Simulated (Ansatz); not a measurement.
C$_{3}$F$_{5}$, doublet, at a GFN2-xTB geometry; BLYP/STO-3G in Ansatz (an electronic-structure program).

The Ansatz input:
Ansatz 0.2 input:
```yaml
crystal:
  periodic: [false, false, false]
  atoms:
    - {symbol: F, position_ang: [2.31105681, -0.60630354, 0.44802213]}
    - {symbol: C, position_ang: [1.21661307, -0.19266073, -0.15737279]}
    - {symbol: F, position_ang: [1.43520919, 0.16637079, -1.40914534]}
    - {symbol: C, position_ang: [-0.02232275, -0.14002458, 0.44908467]}
    - {symbol: F, position_ang: [-0.08594854, -0.53913187, 1.72909540]}
    - {symbol: C, position_ang: [-1.20234980, 0.28213038, -0.12957288]}
    - {symbol: F, position_ang: [-1.29668040, 0.70258278, -1.37774912]}
    - {symbol: F, position_ang: [-2.35826408, 0.31018513, 0.50168426]}
basis:
  gaussian:
    orbitals: STO-3G
hamiltonian:
  xc: blyp
magnetization: {spin_polarized: true, initial_magnetization: 1}
accuracy: high
```

What the program printed (banner, timings and long lists left out):

```
Functional definition: BLYP
858 factors; integrals over basis functions are off by at most 4.2e-8 eV
mean field evaluation 1: about -16450.6066 eV, gradient 9.6e0 eV
mean field evaluation 2: about -16450.2730 eV, gradient 1.3e1 eV
mean field evaluation 4: about -16451.2514 eV, gradient 1.1e0 eV
mean field evaluation 8: about -16451.1252 eV, gradient 2.5e-2 eV
mean field evaluation 16: about -16451.1252 eV, gradient 1.2e-6 eV
mean field -16451.12517073 eV, -604.5676990512 hartree, gradient 3.5e-8 eV, S^2 0.757433; 0 other end points of the search recorded, 0 dependent functions left out
reference -16451.12520107 eV, -604.5677001661 hartree; 32, 31 occupied and 8, 9 virtual orbitals, 858 factors
Total energy: -16451.12520107 eV, -604.5677001661 hartree
```
